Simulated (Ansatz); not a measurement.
## Appearance energy of a fragment ion: C3H9GaO2 → [C3H7]+ + Ga(OH)2 + e⁻

Species: C3H9GaO2 `C[CH](C)[Ga]([OH])[OH]`, singlet; [C3H7]+ `C[CH+]C`, singlet; Ga(OH)2, doublet. 

Shapes, held fixed at every level: PBE0-D4/def2-TZVP. Flexible molecules stand in one conformer, not always the lowest. Programs: Ansatz 0.2.0. Electronic energies: no zero-point or thermal term.

Estimate ΔE of this reaction.

The highest level, CCSD(T)/def2-TZVPP, gives ΔE = +10.56 eV; the levels span +8.82 to +10.56. The column of differences is taken from that level and isn't an error. No measured value is set beside it here. Open shells run unrestricted unless RO is named. Relativity is left out for Ga unless named. Correlated rows may include outer-core shells of Ga, which these sets cover unevenly. The onset seen in experiment also holds zero-point changes and kinetic shifts.

| level | kind | ΔE (eV) | less CCSD(T)/def2-TZVPP |
| --- | --- | --- | --- |
| HF/def2-TZVPP | Hartree–Fock | +8.82 | -1.74 |
| PBE-D4/def2-TZVPP | GGA | +10.18 | -0.38 |
| B3LYP-D4/def2-TZVPP | global hybrid | +10.27 | -0.29 |
| PBE0-D4/def2-TZVPP | global hybrid | +10.33 | -0.23 |
| B2PLYP/def2-TZVPP | double hybrid | +10.21 | -0.35 |
| CCSD/def2-TZVPP | coupled cluster or CI | +10.47 | -0.09 |
| CCSD(T)/def2-TZVPP | coupled cluster or CI | +10.56 | 0.00 |
